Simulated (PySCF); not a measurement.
A run for PySCF: R-B3LYP/3-21G on CHIO2 (a complex), monomers drawn apart or pushed together.

```python
from pyscf import gto, scf, dft, mp
from pyscf.data.elements import chemcore

mol = gto.M(
    atom='''
    O     1.13097344   -0.11991734   -0.02415050
    C    -0.00881629    0.04349541    0.10863795
    O    -1.15079624    0.20741376    0.23111172
    I     0.10903627   -0.05182907    4.36314234
    H    -1.47691610    0.18277802    4.16411219
    ''',
    basis='3-21g',
    charge=0, spin=0, verbose=3, max_memory=1800)
mf = dft.RKS(mol, xc='b3lyp')
mf.conv_tol = 1e-8
mf.max_cycle = 100
mf.kernel()
if not mf.converged:
    mf = mf.newton().run(mf.mo_coeff, mf.mo_occ)
```

It printed:

```
converged SCF energy = -7078.12528568224
```

Self-consistency was reached.

Cost: about 1.6 core-seconds (a rough figure).
